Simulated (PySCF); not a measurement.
## Dipole moment and polarisability of `C=C/C=C/C=C\C#N`

Species: C7H7N.
Geometry (PBE0-D3(BJ)/def2-SVP, Å), atoms numbered from 1 in this order:
```xyz
15
C7H7N angstrom
C     -2.986   -0.740   -0.011
C     -1.666   -0.891   -0.211
C     -0.672    0.061    0.226
C      0.660   -0.085    0.029
C      1.630    0.878    0.474
C      2.971    0.779    0.305
C      3.589   -0.322   -0.351
N      4.096   -1.220   -0.885
H     -3.706   -1.484   -0.358
H     -3.384    0.137    0.508
H     -1.298   -1.781   -0.735
H     -1.035    0.954    0.750
H      1.032   -0.974   -0.493
H      1.252    1.764    0.994
H      3.638    1.561    0.677
```

Level: CAM-B3LYP/def2-SVPD (PySCF), static field, nuclei fixed, core orbitals frozen in the response. The polarisability tensor in these axes (au):

```
x   198.06   5.62  -9.38
y     5.62  77.72  12.39
z    -9.38  12.39  61.85
```

**Question.** Give the principal values, the mean and the anisotropy Δα = √{½[(α1 − α2)² + (α2 − α3)² + (α1 − α3)²]}.

**Answer.** Principal values 54.24, 84.50 and 198.89 au; mean 112.54 au = 16.68 Å³ = 18.56 × 10⁻⁴⁰ C²·m²/J; Δα = 132.14 au (117 % of the mean).

**Question.** What is the dipole moment, and where does it point?

**Answer.** (-3.55, 2.60, 1.73) D, 4.73 D in size, pointing from the negative to the positive side. Measured along this direction, the outermost atoms are N8 at the negative end and H10 at the positive end.

**Question.** Molar refractivity from α?

**Answer.** Lorentz–Lorenz: R = (4π/3)N_A α = 2.5225 cm³/(mol·Å³) × 16.68 Å³ = 42.1 cm³/mol, in the limit of long wavelengths.

**Question.** What are the principal values of the traceless quadrupole moment, Θ = ½Σq(3rr − r²1), about the centre of nuclear charge?

**Answer.** -14.82, -2.10, 16.92 D·Å. The values depend on the origin, since the dipole doesn't vanish. The electronic extent ⟨r²⟩ about the same centre is 1522 bohr², a root-mean-square distance of 2.76 Å for the 56 electrons.

**Question.** Give the principal axes and the span of the nuclei along them.

**Answer.** Largest value along (1.00, 0.04, -0.06), where the nuclei span 7.82 Å; middle along (0.00, 0.88, 0.48), 3.93 Å; least along (0.08, -0.48, 0.87), 0.01 Å. The response follows the extents in order.

The structure is a single PBE0-D3(BJ)/def2-SVP conformer in the gas phase; no vibrational or solvent corrections.
